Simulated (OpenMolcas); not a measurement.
**Ir3+: moving or changing the point charges**

Ir3+ among 8 point charges of -1.2 e arranged as a cube (Oh), 1.94 Å from the ion.

| Property | Result |
| --- | --- |
| Program | OpenMolcas |
| Method | SS-CASPT2, IPEA 0.25 Eh, imaginary shift 0.1 Eh (closed shells correlated: 5s 5p) |
| Basis | ANO-RCC-VTZP [8s7p5d3f1g] |
| Scalar Hamiltonian | DKH2, point nucleus |
| Active space | 6 electrons in 5 orbitals (5d) |
| State averaging | 2S+1 = 5 even, 5 roots; 2S+1 = 3 even, 45 roots; 2S+1 = 1 even, 50 roots |
| Spin-orbit coupling | state interaction with AMFI integrals over the reference wave functions |

Runs around this geometry, states (labels of O, the rotations of Oh). Energies in cm-1 above the lowest state or level, χT in cm3 K/mol.

| R (Å) | q (e) | Ground state | First state of that spin | First gap with spin-orbit (degeneracies) | χT at 300 K | First state of another spin |
| --- | --- | --- | --- | --- | --- | --- |
| 1.94 | -0.6 | 5E | 5T2 3860 | 220 (1, 3) | 4.605 | 3T1 15030 |
| 1.81 | -1.2 | 5E | 5T2 12100 | 88 (2, 1) | 2.304 | 3T1 8610 |
| 1.94 | -1.2 | 5E | 5T2 8390 | 130 (1, 2) | 3.372 | 3T1 11690 |
| 2.05 | -1.2 | 5E | 5T2 6300 | 220 (1, 2) | 3.944 | 3T1 13360 |

Taking the first state of the same spin as R^-n, n = -ln(6300 / 12100) / ln(2.05 / 1.81) = 5.2 between the shortest and longest distance.

Scaling the charges by -0.6 / -1.2 = 0.50 scales the first state of the same spin by 3860 / 8390 = 0.46; with fixed orbitals a first-order splitting would follow the charge.

Roots that are degenerate in the reference are averaged as groups; the widest CASPT2 spread within a group is 360 cm-1 (the 3-fold group of multiplicity 3 near 44900 cm-1 above the lowest state of its run, R = 2.05, q = -1.2). Shifts and gaps below about the spread of the groups concerned are not significant. An orbital doublet at a regular site is open to a Jahn-Teller distortion, which this geometry leaves out. Point charges give a weaker field than real ligands, and real ions of this kind are as a rule low spin; the high spin found here belongs to the model. Free-ion shares, where given, are those of the reference states; single-state CASPT2 does not remix them. Spin-orbit coupling mixes the spin-free states strongly: the lowest level takes only 66 % from its leading state, 5E (holds for R = 1.94, q = -0.6; R = 1.81, q = -1.2). The ground term spreads over less than 5000 cm-1, several times less than with real ligands, so orbital moments are less quenched and χT lies further from the spin-only value than at real sites (holds for R = 1.94, q = -0.6). Point charges carry no covalency, so the field is a model and not that of real ligands. No measured value stands beside these numbers.
